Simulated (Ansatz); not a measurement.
`[NH2][Al]([F])[SiH3]` + `C[SiH2]B(F)S` → `C[SiH2][Al]([F])[SiH3]` + `NB(F)S`  (redistribution)

Computed with Ansatz on PBE0-D4/def2-TZVP structures; ΔE is electronic, products minus reactants. CBS: MP2 limit from def2 TZ/QZ plus the TZ coupled-cluster correction, frozen cores. This one scheme is used for every species. One conformer a species, not always the lowest.

```json
{"species": "`[NH2][Al]([F])[SiH3]`", "CCSD(T)/CBS(def2) energy (Eh)": "-688.71365"}
{"species": "`C[SiH2]B(F)S`", "CCSD(T)/CBS(def2) energy (Eh)": "-853.19003"}
{"species": "`C[SiH2][Al]([F])[SiH3]`", "CCSD(T)/CBS(def2) energy (Eh)": "-962.90562"}
{"species": "`NB(F)S`", "CCSD(T)/CBS(def2) energy (Eh)": "-579.00738"}
```

(1) Work out ΔE.

Largest T1 diagnostic among the species: 0.013.

## Answers

(1) ΔE = (-962.90562) + (-579.00738) − (-688.71365) − (-853.19003) = -0.00932 Eh = -0.25 eV.

In def2-TZVPP, CCSD(T) changes the Hartree–Fock value by +0.10 eV (the triples alone add +0.02 eV) and MP2 by +0.14 eV.
